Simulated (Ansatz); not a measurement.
Cost and result for the atomization energy of `OB(O)[Te][SiH3]` (10 atoms, 9 bonds).

Cartesian coordinates in Å:
```
O -0.776 -1.127 -0.982
B -0.731 -1.255 0.366
O -1.400 -2.258 0.979
Te 0.391 0.048 1.734
Si 1.044 1.711 0.007
H -0.237 -0.413 -1.335
H -1.857 -2.827 0.350
H 0.972 1.071 -1.342
H 2.441 2.152 0.235
H 0.153 2.898 -0.012
```

The species carries charge 0 and has multiplicity 1. Correlated methods include outer-core shells of Te, which these sets cover unevenly. Te takes the def2 core potential. The geometry is a stationary point of PBE0-D4/def2-TZVP. It is one conformer, not always the lowest. Program: Ansatz. Hardware: A = 2 threads of an AMD EPYC 7R13 on a shared host; B = 2 threads of an AMD EPYC 7R13 on a shared host and a share of an NVIDIA H100 80 GB. Times are those of one run each, without the atoms' runs, and a repeat can differ threefold. Electronic energies, without spin–orbit coupling; frozen cores. CCSD(T)/CBS adds CCSD(T) − MP2 in def2-TZVPP to the MP2 limit, and its time is that of the two runs behind it. T1 = 0.012. With those shells the extrapolation isn't a true limit. B3LYP takes the VWN-RPA correlation (the form of Gaussian; ORCA's B3LYP/G).

CCSD(T)/CBS is a level of theory with its own doubt, some kJ/mol a heavy atom from the limit and from the frozen cores, so smaller differences don't rank the functionals.

```json
{"level": "PBE-D4/def2-TZVPP (with forces) [A]", "functions": "255", "wall time": "5.5 s", "atomization (kcal/mol)": "862.2", "difference from CCSD(T)/CBS": "8.7", "per bond": "1.0"}
{"level": "PBE0-D4/def2-TZVPP [A]", "functions": "255", "wall time": "7 s", "atomization (kcal/mol)": "844.8", "difference from CCSD(T)/CBS": "-8.7", "per bond": "-1.0"}
{"level": "r2SCAN-D4/def2-TZVPP (with forces) [A]", "functions": "255", "wall time": "9 s", "atomization (kcal/mol)": "852.6", "difference from CCSD(T)/CBS": "-0.9", "per bond": "-0.1"}
{"level": "B3LYP-D4/def2-TZVPP (with forces) [A]", "functions": "255", "wall time": "11 s", "atomization (kcal/mol)": "846.7", "difference from CCSD(T)/CBS": "-6.8", "per bond": "-0.8"}
{"level": "CCSD(T)/def2-TZVPP [B]", "functions": "255", "wall time": "13 s", "atomization (kcal/mol)": "826.3", "difference from CCSD(T)/CBS": "-27.2", "per bond": "-3.0"}
{"level": "B2PLYP/def2-TZVPP [A]", "functions": "255", "wall time": "13 s", "atomization (kcal/mol)": "838.0", "difference from CCSD(T)/CBS": "-15.5", "per bond": "-1.7"}
{"level": "ωB97X-V/def2-TZVPP [A]", "functions": "255", "wall time": "16 s", "atomization (kcal/mol)": "851.2", "difference from CCSD(T)/CBS": "-2.3", "per bond": "-0.2"}
{"level": "ωB97M-V/def2-TZVPP (with forces) [A]", "functions": "255", "wall time": "22 s", "atomization (kcal/mol)": "849.4", "difference from CCSD(T)/CBS": "-4.1", "per bond": "-0.5"}
{"level": "MP2/def2-QZVPP [B]", "functions": "473", "wall time": "26 s", "atomization (kcal/mol)": "861.5", "difference from CCSD(T)/CBS": "8.0", "per bond": "0.9"}
{"level": "CCSD(T)/CBS(def2)", "functions": "–", "wall time": "39 s", "atomization (kcal/mol)": "853.5", "difference from CCSD(T)/CBS": "0.0", "per bond": "0.0"}
```

From PBE to PBE0 (25 % exact exchange), in def2-TZVPP and without D4, the atomization energy moves by −16.5 kcal/mol: exact exchange takes away binding that semilocal exchange gives to molecules. The D4 term adds +9.9 kcal/mol with B3LYP and +5.2 kcal/mol with PBE0; it sums over pairs of atoms, weighted by their polarisabilities, and B3LYP, whose exchange is more repulsive, gets the larger term. In def2-TZVPP, CCSD(T) changes the Hartree–Fock value by +217.1 kcal/mol (the triples alone add +14.5 kcal/mol) and MP2 by +236.3 kcal/mol; breaking electron pairs costs correlation energy, which Hartree–Fock lacks.

Spin–orbit coupling would lower the free Te atoms strongly, and the atomization energy with them, by more than many differences here.
